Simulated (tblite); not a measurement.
A tight-binding relaxation on `C=CN1C=CC=CB1S(=O)(=O)C(F)(F)F`.

Computed with GFN2-xTB geometry optimisation, gas phase (tblite 0.8.0). Start geometry: from a force field or distance geometry. A driver script takes a list of jobs; this job's settings line and coordinates (Å) are shown.

Input:
```
{"job": {"kind": "relax", "xc": "GFN2-xTB", "basis": "xTB"}, "charge": 0, "multiplicity": 1}
C     -0.954700    -2.896100     0.094300
C     -0.716900    -1.899600    -0.787000
N     -0.970900    -0.576200    -0.391400
C     -2.258300     0.065600    -0.630200
C     -2.468100     1.307900    -0.239600
C     -1.459000     2.131500     0.404900
C     -0.233400     1.700900     0.680700
B      0.141000     0.232000     0.292000
S      1.849100    -0.383900     0.135600
O      2.020300    -0.985400    -1.224100
O      2.160900    -1.359600     1.238500
C      3.047400     0.942500     0.241300
F      2.878200     1.539600     1.480100
F      4.295800     0.373700     0.055000
F      2.820500     1.863900    -0.785200
H     -1.368100    -2.693400     1.094100
H     -0.754400    -3.911900    -0.200400
H     -0.312300    -2.111700    -1.760400
H     -3.035400    -0.516300    -1.098700
H     -3.447900     1.719200    -0.444300
H     -1.762000     3.159000     0.669800
H      0.517900     2.317500     1.174300
```

Problem. What does the run print?

Solution. 
```
step      E/eV     max force
  0   -1311.75197    5.508
  1   -1312.74448    1.888
  2   -1312.95267    1.218
  3   -1313.07075    0.873
  4   -1313.12868    0.484
  5   -1313.14790    0.317
  6   -1313.15976    0.304
  7   -1313.17645    0.239
  8   -1313.18461    0.201
  9   -1313.18909    0.129
... (157 lines left out)
167   -1313.31980    0.013
168   -1313.31985    0.016
169   -1313.31991    0.026
170   -1313.31997    0.026
171   -1313.32003    0.017
172   -1313.32008    0.016
173   -1313.32012    0.012
174   -1313.32014    0.015
175   -1313.32016    0.012
176   -1313.32018    0.009
```

«max force» is the largest atomic force in eV/Å.

Problem. From which step on does the largest force stay under 0.1 eV/Å, and how much energy is left to gain from there?

Solution. From step 129 (0.092 eV/Å), 14.2 meV above the end.

In short: energy lowered by 36.2 kcal/mol over 176 steps; largest atomic force 0.009 eV/Å at the end.

Problem. How long does this job take on one thread of an AMD EPYC 9R45, on a shared host?

Solution. About 1.6 s.
Labels such as C1 count atoms from 1, the log's own numbers from 0.
